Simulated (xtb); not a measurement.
xtb input:

```bash
xtb mol.xyz --gfn 2 --sp --chrg -1 --uhf 0
```
mol.xyz:
```
4

Si     1.53523423    -1.06890713     0.05862114
I     -0.46260465     0.35472738    -0.01782576
H      1.47008769    -1.91189127     1.27975967
H      1.55467962    -1.92396005    -1.15569020
```

Task: Which total energy does the run end on?

Result: -6.74302 Eh (GFN2-xTB).

This state (charge -1, singlet) is run at the relaxed geometry of the species with charge 0 and multiplicity 2.
